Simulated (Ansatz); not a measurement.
A run on F$_{2}$H$_{3}$N$_{2}$Ta, SMILES `[NH]=[Ta]([NH2])([F])[F]` with other settings.

```yaml
crystal:
  periodic: [false, false, false]
  atoms:
    - {symbol: N, position_ang: [-0.060015, 1.646238, 0.372148]}
    - {symbol: Ta, position_ang: [-0.338797, 0.161809, -0.531935]}
    - {symbol: N, position_ang: [0.566869, -1.209971, 0.544467]}
    - {symbol: F, position_ang: [-2.184050, -0.221383, -0.674617]}
    - {symbol: F, position_ang: [0.421391, 0.254850, -2.259805]}
    - {symbol: H, position_ang: [0.031165, 2.554165, 0.794712]}
    - {symbol: H, position_ang: [1.063243, -1.053878, 1.407202]}
    - {symbol: H, position_ang: [0.592296, -2.188930, 0.291929]}
basis:
  gaussian: {orbitals: def2-mTZVPP}
hamiltonian: {xc: {name: LC-wPBE}}
output: {forces: true}
```

```sh
$ ansatz run in.yaml --threads 4 --pin off --events-out ev --progress --plain --max-ram 10444MiB
```

It prints (some lines left out):

```
Functional definition: LC-wPBE
1123 factors; their error is unknown
449 factors; integrals over basis functions are off by at most 2.0e-5 eV
mean field evaluation 1: about -10004.7575 eV, gradient 9.0e1 eV
mean field evaluation 2: about -9981.8785 eV, gradient 1.4e2 eV
mean field evaluation 4: about -10018.7023 eV, gradient 7.4e0 eV
mean field evaluation 8: about -10018.7951 eV, gradient 2.9e-1 eV
mean field evaluation 16: about -10018.7844 eV, gradient 2.6e-4 eV
mean field -10018.78435498 eV, -368.1835340697 hartree, gradient 7.5e-5 eV, S^2 0.000000; 0 other end points of the search recorded, 0 dependent functions left out
reference -10018.78435499 eV, -368.1835340699 hartree; 24, 24 occupied and 123, 123 virtual orbitals, 1123 factors
Total energy: -10018.78435499 eV, -368.1835340699 hartree
Atom 0 at    -0.060015     1.646238     0.372148 Å, force    -0.030830    -0.105277    -0.082105 eV/Å
Atom 1 at    -0.338797     0.161809    -0.531935 Å, force     0.150570     0.242889     0.320819 eV/Å
Atom 2 at     0.566869    -1.209971     0.544467 Å, force     0.040104    -0.119725     0.029830 eV/Å
Atom 3 at    -2.184050    -0.221383    -0.674617 Å, force    -0.234595    -0.046602    -0.018135 eV/Å
Atom 4 at     0.421391     0.254850    -2.259805 Å, force     0.096234     0.013800    -0.219736 eV/Å
Atom 5 at     0.031165     2.554165     0.794712 Å, force    -0.010319    -0.019316    -0.022734 eV/Å
Atom 6 at     1.063243    -1.053878     1.407202 Å, force    -0.004359     0.023887    -0.000012 eV/Å
Atom 7 at     0.592296    -2.188930     0.291929 Å, force    -0.006805     0.010343    -0.007927 eV/Å
Dipole moment:     0.256523    -0.262228     0.342751 e Å
```

Hardware: 4 threads of an Arm Neoverse V1 on a shared host. Wall time 2 s, peak host memory 0.41 GiB.
